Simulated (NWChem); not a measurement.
System: C$_{3}$H$_{9}$B; SMILES BC(C)C

Here is an NWChem input.

```
start job
memory heap 200 mb stack 900 mb global 1100 mb
geometry units angstroms
  B      0.004998     1.616147     0.088174
  H     -1.023195     2.226997     0.178279
  H      1.036972     2.220544     0.178553
  C      0.000264     0.095853    -0.266375
  C     -1.279691    -0.678369     0.099938
  C      1.275491    -0.686285     0.099634
  H      0.000509     0.220275    -1.377041
  H     -1.287420    -1.680862    -0.346477
  H     -1.358123    -0.807093     1.186769
  H     -2.179603    -0.150313    -0.233976
  H      2.178573    -0.163725    -0.234368
  H      1.276978    -1.688743    -0.346920
  H      1.353297    -0.815624     1.186437
end
basis spherical
  * library sto-3g
end
dft
  xc hfexch
  iterations 150
end
driver
  maxiter 120
end
task dft optimize
task dft freq
```

The level has its own optimisation; frequencies are unscaled. Brackets give each atom's bonded neighbours.

Problem. Predict the main results of this run. (Hartree-Fock/STO-3G.) Quantities: r B–H (Å); r B–C (Å); r C–C (Å); r C–H [C(BCCH)–H(C)] (Å); highest harmonic frequency (cm⁻¹); lowest (cm⁻¹); zero-point energy (kcal/mol); dipole (D).

Solution. The r B–H (Å) is 1.162 and the r B–C (Å) is 1.580. The r C–C (Å) is 1.548 and the r C–H [C(BCCH)–H(C)] (Å) is 1.095. The highest harmonic frequency (cm⁻¹) comes out as 3751, the lowest (cm⁻¹) is 96 and the zero-point energy (kcal/mol) is 85.8. The dipole (D) comes out as 0.24.
